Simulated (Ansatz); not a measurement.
Wavefunction ladder for `C[OH+][AlH-]([CH3])[CH3]`

```csv
atom,x (Å),y (Å),z (Å)
C1,-2.2193,0.5081,0.2726
O2,-0.9265,0.9105,-0.1930
Al3,0.7192,0.0256,0.5357
C4,2.0527,0.9926,-0.5486
C5,0.3804,-1.8694,0.0897
H6,-2.4938,-0.4654,-0.1370
H7,-2.1408,0.4399,1.3558
H8,-2.9586,1.2631,0.0036
H9,-0.9211,1.0102,-1.1499
H10,0.4944,0.4433,2.0706
H11,1.9374,0.8180,-1.6252
H12,3.0664,0.6613,-0.2971
H13,2.0277,2.0745,-0.3836
H14,-0.4969,-2.2839,0.5984
H15,1.2305,-2.4910,0.3937
H16,0.2483,-2.0375,-0.9857
```

The species carries charge 0 and has multiplicity 1. The structure was optimised at the PBE0-D4/def2-TZVP level. It is one conformer, not always the lowest. Frozen core, restricted reference, the Gaussian-basis code of Ansatz. CBS rows extrapolate triple and quadruple zeta; past MP2 they add the triple-zeta difference.

```csv
basis,HF (Eh),MP2 corr.
def2-SVP,-436.58168,-0.70723
def2-TZVPP,-436.89027,-0.88125
def2-QZVPP,-436.90726,-0.94139
```

(1) Estimate the CCSD correlation energy and the (T) correction in each basis where they were run (hartree).

## Answers

(1) 
```
     basis  CCSD corr.       (T)
  def2-SVP    -0.77694  -0.01891
def2-TZVPP    -0.94092  -0.03275
 CBS(def2)    -1.04560     as TZ
```
